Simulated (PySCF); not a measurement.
States of one metal complex from SC-NEVPT2 in the d shell, PySCF, above the ground state:

```csv
2S+1,degeneracy,energy / cm⁻¹,f (electric dipole)
4,3,0,–
4,3,2452,8.1e-05
4,1,5327,3.8e-05
2,2,10773,–
4,3,12118,3.7e-04
2,3,12565,–
2,3,12582,–
2,1,13624,–
2,3,15853,–
2,3,17274,–
2,3,17542,–
2,2,18195,–
```

Problem. Which of these complexes, all computed at model or optimised geometries, gave the data?
A. [VCl5]3- (d3, square pyramidal)
B. [VI4]2- (d3, tetrahedral)
C. [Cr(H2O)6]3+ (d3, octahedral)
D. CoCl2 (d7, linear)

Solution. B. [VI4]2- (d3, tetrahedral) has 4T1, then 4T2 at 2452, 4A2 at 5327 cm⁻¹ (NEVPT2). The others: CoCl2 (d7, linear) has 4Φg, then 4Δg at 137, 4Σg- at 1919 cm⁻¹ (NEVPT2); [VCl5]3- (d3, square pyramidal) has 4A1, then 4B2 at 3456, 4B1 at 3910 cm⁻¹ (NEVPT2); [Cr(H2O)6]3+ (d3, octahedral) has 4Ag, then 2Eg at 17467, 4Tg at 17561 cm⁻¹ (NEVPT2).

On [VI4]2-: The ground state is orbitally degenerate in this regular structure, which would distort (Jahn–Teller). NEVPT2 lifts 4A2 from 4574 to 5327 cm⁻¹; on the d shell alone such lifts tend to overshoot.
